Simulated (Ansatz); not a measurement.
A run on CH₃Cl₃SeZr (`C[Se][Zr]([Cl])([Cl])[Cl]`) with other settings.

```yaml
crystal:
  periodic: [false, false, false]
  atoms:
    - {symbol: C, position_ang: [-0.189115, -1.291647, 1.018705]}
    - {symbol: Se, position_ang: [1.624895, -0.788611, -0.026313]}
    - {symbol: Zr, position_ang: [0.293520, 1.137856, -0.939584]}
    - {symbol: Cl, position_ang: [-1.710692, 0.125102, -2.004730]}
    - {symbol: Cl, position_ang: [1.589142, 2.216774, -2.405537]}
    - {symbol: Cl, position_ang: [-0.711406, 2.473003, 0.944791]}
    - {symbol: H, position_ang: [0.056168, -1.195304, 2.121400]}
    - {symbol: H, position_ang: [-0.813243, -0.564280, 0.807552]}
    - {symbol: H, position_ang: [-0.324901, -2.354885, 0.759483]}
basis:
  gaussian: {orbitals: STO-3G, final_grid: {core_spheres: 20, valence_spheres: 16, degree: 47}, point_charges: [{charge: 1.00, position_ang: [5.598, 0.161, 0.949]}]}
hamiltonian: {xc: {name: revPBE0}}
output: {forces: true}
```

```sh
$ ansatz run in.yaml --threads 4 --pin off --events-out ev --progress --plain --max-ram 11315MiB
```

Output, abridged:

```
Functional definition: revPBE0
914 factors; integrals over basis functions are off by at most 5.3e-5 eV
mean field evaluation 1: about -198225.5917 eV, gradient 3.1e1 eV
mean field evaluation 2: about -198196.5766 eV, gradient 1.0e2 eV
mean field evaluation 4: about -198230.1597 eV, gradient 3.3e0 eV
mean field evaluation 8: about -198230.1761 eV, gradient 1.3e-1 eV
mean field -198230.17618316 eV, -7284.8246094917 hartree, gradient 6.0e-6 eV, S^2 0.000000; 0 other end points of the search recorded, 0 dependent functions left out
reference -198230.17620630 eV, -7284.8246103421 hartree; 67, 67 occupied and 13, 13 virtual orbitals, 914 factors
Total energy: -198230.17620630 eV, -7284.8246103421 hartree
Atom 0 at    -0.189115    -1.291647     1.018705 Å, force     8.054438    -3.964023     2.327371 eV/Å
Atom 1 at     1.624895    -0.788611    -0.026313 Å, force    -2.330654     0.406156     0.924205 eV/Å
Atom 2 at     0.293520     1.137856    -0.939584 Å, force    -4.720257    -1.330566     2.417078 eV/Å
Atom 3 at    -1.710692     0.125102    -2.004730 Å, force     2.499210     1.220293     1.155318 eV/Å
Atom 4 at     1.589142     2.216774    -2.405537 Å, force     1.185190     0.961114    -1.130507 eV/Å
Atom 5 at    -0.711406     2.473003     0.944791 Å, force     1.525596    -1.618448    -2.318854 eV/Å
Atom 6 at     0.056168    -1.195304     2.121400 Å, force    -0.116181    -0.246090    -1.222755 eV/Å
Atom 7 at    -0.813243    -0.564280     0.807552 Å, force    -5.165303     4.067125    -1.884293 eV/Å
Atom 8 at    -0.324901    -2.354885     0.759483 Å, force    -0.905822     0.532510    -0.259568 eV/Å
Dipole moment:     0.064294    -0.308487     0.183612 e Å
```

Run time 2.8 s (4 threads of an Arm Neoverse V2 on a shared host); peak host memory 0.29 GiB.
